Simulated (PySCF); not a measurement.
Job for PySCF: R-BP86/LANL2DZ on FHSe (SMILES F[SeH]), a point of a bond scan (R = 1.626 Å).

```python
from pyscf import gto, scf, dft, mp
from pyscf.data.elements import chemcore

mol = gto.M(
    atom='''
    Se   -0.11560586   -0.22336041    0.25952766
    H    -0.97797603   -1.02816498   -0.85919653
    F     0.53668645    0.94991721   -0.89627180
    ''',
    basis='lanl2dz',
    ecp={'Se': 'lanl2dz'},
    charge=0, spin=0, verbose=3, max_memory=1800)
mf = dft.RKS(mol, xc='b88,p86')
mf.conv_tol = 1e-8
mf.max_cycle = 100
mf.kernel()
if not mf.converged:
    mf = mf.newton().run(mf.mo_coeff, mf.mo_occ)
```

Question: Give the final energy of this run.

Answer: -109.6569 hartree.
